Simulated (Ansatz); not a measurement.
CH$_{5}$FN$_{2}$Si (`NC1(F)N[SiH2]1`), relaxed with RKS PBE-D4/def2-SVP in Ansatz from a rough embedded geometry. The force threshold is 0.03 eV/Å; the program also tests the step.

Charge 0, multiplicity 1.

Start:

```xyz
10

N     0.203   -0.496   -1.392
C     0.569   -0.076   -0.098
F     1.929   -0.173    0.230
N    -0.357   -0.548    0.852
Si   -0.498    1.069    0.914
H     0.462   -1.518   -1.478
H     0.907   -0.086   -2.080
H    -1.140   -0.948    0.330
H    -0.136    1.467    2.236
H    -1.938    1.309    0.485
```

```
step  energy (eV)  largest force (eV/Å)  largest move (Å)
   1  -14671.8248                 5.511             0.000
   2  -14672.5869                 2.518             0.195
   3  -14672.8350                 0.480             0.195
   4  -14672.8538                 0.691             0.200
   5  -14672.8767                 0.339             0.069
   6  -14672.8823                 0.246             0.021
   7  -14672.8888                 0.216             0.078
   8  -14672.8926                 0.190             0.052
   9  -14672.8937                 0.052             0.008
  10  -14672.8939                 0.015             0.007
```

End:

```xyz
10

N     0.226   -0.417   -1.430
C     0.510   -0.159   -0.063
F     1.866   -0.355    0.256
N    -0.371   -0.727    0.914
Si   -0.579    1.020    0.922
H     0.469   -1.396   -1.655
H     0.810    0.173   -2.034
H    -0.991   -1.505    0.665
H    -0.182    1.716    2.186
H    -1.758    1.648    0.239
```

Hardware: 4 threads of an Intel Xeon Platinum 8259CL on a shared host. Wall time 11 s, peak host memory 0.22 GiB.
